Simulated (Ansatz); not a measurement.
`F[SiH2][SiH2]Cl` → Cl• + F• + 4 H• + 2 Si•  (atomization)

Calculated with Ansatz (gas phase, PBE0-D4/def2-TZVP geometries, no zero-point term in ΔE). CCSD(T)/CBS is frozen-core, at the limit of the def2 triple- and quadruple-zeta sets. Functionals use def2-TZVPP. B3LYP here is the variant with VWN-RPA as its local correlation; programs differ in this. Open shells (•) are unrestricted, without spin–orbit coupling. Spin–orbit coupling would lower the free atoms: a little for Cl, F, Si. Each species was taken in one conformer, which may not be the lowest.

| level | ΔE (kJ/mol) | difference from CCSD(T)/CBS |
| --- | --- | --- |
| PBE-D4 | 2510.8 | -31.4 |
| r2SCAN-D4 | 2528.5 | -13.7 |
| PBE0-D4 | 2491.4 | -50.8 |
| B3LYP-D4 | 2509.1 | -33.1 |
| ωB97X-V | 2549.4 | 7.2 |
| ωB97M-V | 2528.9 | -13.3 |
| B2PLYP | 2485.6 | -56.6 |
| PBE | 2492.9 | -49.3 |
| r2SCAN | 2524.4 | -17.8 |
| PBE0 | 2476.1 | -66.1 |
| B3LYP | 2479.8 | -62.4 |
| HF/def2-TZVPP | 1929.1 | -613.1 |
| MP2/def2-TZVPP | 2488.1 | -54.1 |
| SCS-MP2/def2-TZVPP | 2487.7 | -54.5 |
| CCSD/def2-TZVPP | 2431.4 | -110.8 |
| CCSD(T)/def2-TZVPP | 2459.6 | -82.6 |
| HF/def2-QZVPP | 1936.4 | -605.8 |
| MP2/def2-QZVPP | 2535.6 | -6.6 |
| SCS-MP2/def2-QZVPP | 2539.5 | -2.7 |
| CCSD/def2-QZVPP | 2478.4 | -63.8 |
| CCSD(T)/def2-QZVPP | 2509.5 | -32.7 |
| HF/CBS(def2) | 1937.5 | -604.7 |
| MP2/CBS(def2) | 2566.6 | 24.4 |
| CCSD/CBS(def2) | 2508.8 | -33.4 |
| CCSD(T)/CBS | 2542.2 | 0 |

Largest T1 diagnostic among the species: 0.012.

From PBE to PBE0 (25 % exact exchange), in def2-TZVPP and without D4, ΔE moves by −16.8 kJ/mol: exact exchange takes away binding that semilocal exchange gives to molecules. The D4 term adds +29.3 kJ/mol with B3LYP and +15.3 kJ/mol with PBE0; it sums over pairs of atoms, weighted by their polarisabilities, and B3LYP, whose exchange is more repulsive, gets the larger term. In def2-TZVPP, CCSD(T) changes the Hartree–Fock value by +530.5 kJ/mol (the triples alone add +28.2 kJ/mol) and MP2 by +559.0 kJ/mol; breaking electron pairs costs correlation energy, which Hartree–Fock lacks.

CCSD(T)/CBS has its own doubt, a few kJ/mol and more with outer-core shells, so smaller differences from it don't rank the levels.
